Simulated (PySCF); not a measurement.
# From computed data to an observable: chemical shift, span and skew from a shielding tensor

H5NOSi, SMILES N[SiH2]O. Atoms are numbered in the order given.

```xyz
8

Si    -0.3432    -0.3147    -0.0062
N      1.3136    -0.6901     0.1106
O     -0.5926     1.3177    -0.0955
H     -1.0159    -0.8549     1.2035
H     -0.8709    -0.9647    -1.2338
H      1.9197    -0.5903    -0.6890
H      1.8181    -0.5213     0.9671
H     -1.5005     1.6250    -0.1712
```
Charge 0, spin multiplicity 1.

Geometry optimised at r2SCAN-D4/def2-TZVP. A frequency run showed that this geometry is not a minimum. Other conformers were not sampled.

GIAO shieldings from PBE0/pcSseg-2 in PySCF, non-relativistic, no solvent. The symmetric part of the tensor of Si1 has the principal values 333.9, 390.0, 402.1 ppm. The same nucleus in TMS has σ = 341.9 ppm at this level (PySCF, at its B3LYP-D3(BJ)/def2-TZVP geometry).

### Question
Work out the isotropic shielding, the ²⁹Si shift against TMS, the span and the skew.

### Answer

σ(iso) = (σ11 + σ22 + σ33)/3 = 375.3 ppm. δ = σ(ref) − σ(iso) = 341.9 − (375.3) = -33.4 ppm.
Span Ω = σ33 − σ11 = 68.2 ppm. Skew κ = 3(σ(iso) − σ22)/Ω = -0.65. Tumbling in solution averages the tensor to δ; in a static solid the shielding alone would spread this spin-1/2 line over Ω.
